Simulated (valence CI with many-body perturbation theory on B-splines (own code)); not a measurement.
Tl67+: calculated level list

Method: relativistic CI+MBPT: four valence electrons over a frozen Dirac-Fock core [Ne], radial functions for each j: 11 s, 11 p, 10 d, 8 f, 5 g, 2 h, with the one-electron correlation potential Σ1, the two-electron term Σ2, the three-electron term Σ3, Breit, model QED; selected CI, second order for the rest, scaled by the run's own slope (own B-spline code, finite nucleus).

No measured spectrum was set against this ion. As an estimate, large intervals hold to a few tenths of a per cent, small ones and those within an open d or f shell to about a per cent. Among the levels kept, up to 580 cm⁻¹ of a level comes from second order outside the variational space, and about a tenth of that is noise between levels of different J, which matters for small intervals.

Levels 91 to 135 of 164, with energies above the lowest level, (3s^2 3p1/2^2) J=0. "Leading %" is the weight of the configuration and term that name the level; weights of strongly mixed levels are sums over their largest components and can fall short. In the jj column 3d3/2^4 stands for four electrons in 3d with j = 3/2. Lifetimes count E1, E2, E3, M1 and M2 decay at the calculated energies, and are blank where another channel may lead or the interval is too uncertain; long ones can be off by a factor of two.

```
No.  Configuration  Term  J  E (× 10³ cm⁻¹)  Leading %    Second component  Lifetime                   Leading jj
 91      3s 3p 3d2   3G°  3           15583         43  16 % 3s 3p 3d2 3F°   1.10 ps  3s 3p1/2 3d3/2 3d5/2 (97 %)
 92      3s 3p 3d2   3G°  5           15594         34  29 % 3s 3p 3d2 3H°   2.22 ps  3s 3p1/2 3d3/2 3d5/2 (98 %)
 93      3s 3p 3d2   3H°  4           15617         48  19 % 3s 3p 3d2 3G°   1.17 ps  3s 3p1/2 3d3/2 3d5/2 (96 %)
 94      3s 3p 3d2   1D°  2           15648         24  12 % 3s 3p 3d2 3D°   1.15 ps  3s 3p1/2 3d3/2 3d5/2 (95 %)
 95      3s 3p 3d2   3D°  1           15706         52  10 % 3s 3p 3d2 3P°    861 fs  3s 3p1/2 3d3/2 3d5/2 (93 %)
 96      3s 3p 3d2   3P°  0           15734         48  25 % 3s 3p 3d2 1S°    928 fs  3s 3p1/2 3d3/2 3d5/2 (94 %)
 97      3s 3p 3d2   5D°  3           15783         26  11 % 3s 3p 3d2 5F°    151 fs  3s 3p1/2 3d3/2 3d5/2 (88 %)
 98      3s 3p 3d2   5D°  2           15816         22  13 % 3s 3p 3d2 3P°    172 fs  3s 3p1/2 3d3/2 3d5/2 (98 %)
 99      3s 3p 3d2   3F°  4           15844         42  21 % 3s 3p 3d2 5D°    147 fs  3s 3p1/2 3d3/2 3d5/2 (89 %)
100      3s 3p 3d2   3F°  2           15937         21  20 % 3s 3p 3d2 3D°    123 fs  3s 3p1/2 3d3/2 3d5/2 (88 %)
101      3s 3p 3d2   3G°  3           15949         32  18 % 3s 3p 3d2 1F°    163 fs  3s 3p1/2 3d3/2 3d5/2 (93 %)
102      3s 3p 3d2   3D°  1           16023         28  14 % 3s 3p 3d2 1P°    113 fs  3s 3p1/2 3d3/2 3d5/2 (83 %)
103        3p2 3d2    3F  2           16194         40     23 % 3p2 3d2 5G   4.29 ps       3p1/2^2 3d3/2^2 (99 %)
104        3p2 3d2    3P  0           16425         58     26 % 3p2 3d2 5D   4.05 ps       3p1/2^2 3d3/2^2 (98 %)
105      3s 3p 3d2   5D°  4           16499         30  17 % 3s 3p 3d2 5F°    977 fs      3s 3p1/2 3d5/2^2 (97 %)
106      3s 3p 3d2   3D°  2           16619         25  18 % 3s 3p 3d2 3P°    997 fs      3s 3p1/2 3d5/2^2 (98 %)
107      3s 3p 3d2   3G°  5           16637         35  23 % 3s 3p 3d2 5G°   1.40 ps      3s 3p1/2 3d5/2^2 (98 %)
108            3p4    1D  2           16731         36         17 % 3p4 3P    176 fs         3p1/2 3p3/2^3 (53 %)
109      3s 3p 3d2   3D°  3           16757         27  24 % 3s 3p 3d2 3F°   1.10 ps      3s 3p1/2 3d5/2^2 (99 %)
110      3s 3p 3d2   3G°  4           16777         29  17 % 3s 3p 3d2 1G°   1.10 ps      3s 3p1/2 3d5/2^2 (97 %)
111            3p4    3P  1           16787         77    6 % 3s 3p2 3d 1P    117 fs         3p1/2 3p3/2^3 (77 %)
112      3s 3p 3d2   3D°  3           16811         35  16 % 3s 3p 3d2 3F°    685 fs      3s 3p1/2 3d5/2^2 (93 %)
113      3s 3p 3d2   3D°  2           16846         24  23 % 3s 3p 3d2 3F°    788 fs      3s 3p1/2 3d5/2^2 (95 %)
114      3s 3p 3d2   3P°  1           16862         32  20 % 3s 3p 3d2 3D°    714 fs      3s 3p1/2 3d5/2^2 (95 %)
115      3s 3p 3d2   3P°  0           16883         76  17 % 3s 3p 3d2 5D°    906 fs      3s 3p1/2 3d5/2^2 (98 %)
116      3s 3p2 3d    5P  1           16931         34   17 % 3s 3p2 3d 3P    130 fs      3s 3p3/2^2 3d3/2 (90 %)
117      3s 3p2 3d    5D  3           16942         24   24 % 3s 3p2 3d 3F    194 fs      3s 3p3/2^2 3d3/2 (96 %)
118      3s 3p2 3d    5D  2           16955         19         16 % 3p4 1D    129 fs      3s 3p3/2^2 3d3/2 (72 %)
119      3s 3p2 3d    3F  4           17004         44   21 % 3s 3p2 3d 5F    195 fs      3s 3p3/2^2 3d3/2 (98 %)
120      3s 3p 3d2   3P°  1           17045         48  18 % 3s 3p 3d2 1P°    740 fs      3s 3p1/2 3d5/2^2 (96 %)
121      3s 3p2 3d    3D  1           17236         56   13 % 3s 3p2 3d 5F    111 fs      3s 3p3/2^2 3d3/2 (94 %)
122        3p2 3d2    3F  3           17284         33     22 % 3p2 3d2 5G   1.91 ps   3p1/2^2 3d3/2 3d5/2 (98 %)
123      3s 3p2 3d    3P  0           17340         83   11 % 3s 3p2 3d 5D   80.8 fs      3s 3p3/2^2 3d3/2 (92 %)
124      3s 3p2 3d    3D  2           17352         49   23 % 3s 3p2 3d 1D    113 fs      3s 3p3/2^2 3d3/2 (94 %)
125      3s 3p2 3d    3F  3           17364         34   31 % 3s 3p2 3d 1F   82.1 fs      3s 3p3/2^2 3d3/2 (97 %)
126        3p2 3d2    3P  2           17389         23      9 % 3p2 3d2 5P   1.66 ps   3p1/2^2 3d3/2 3d5/2 (98 %)
127        3p2 3d2    1G  4           17430         25     21 % 3p2 3d2 3H   1.70 ps   3p1/2^2 3d3/2 3d5/2 (98 %)
128      3s 3p2 3d    3D  1           17433         49   17 % 3s 3p2 3d 3P   76.7 fs      3s 3p3/2^2 3d3/2 (85 %)
129        3p2 3d2    3P  1           17439         35     30 % 3p2 3d2 5D    712 fs   3p1/2^2 3d3/2 3d5/2 (93 %)
130      3s 3p2 3d    3F  2           17474         27   23 % 3s 3p2 3d 3D   60.8 fs      3s 3p3/2^2 3d3/2 (82 %)
131      3s 3p2 3d    5F  5           17723         61   38 % 3s 3p2 3d 3G    789 fs     3s 3p3/2^2 3d5/2 (100 %)
132      3s 3p2 3d    3F  4           17759         52   34 % 3s 3p2 3d 5D    565 fs      3s 3p3/2^2 3d5/2 (98 %)
133      3s 3p2 3d    3P  0           17971         63   32 % 3s 3p2 3d 1S    392 fs      3s 3p3/2^2 3d5/2 (91 %)
134      3s 3p2 3d    3P  1           18029         41   22 % 3s 3p2 3d 1P    261 fs      3s 3p3/2^2 3d5/2 (97 %)
135      3s 3p2 3d    3D  3           18033         43   22 % 3s 3p2 3d 1F    342 fs      3s 3p3/2^2 3d5/2 (97 %)
```

Where two levels of one J and parity lie close, their mixing, g and order are uncertain.
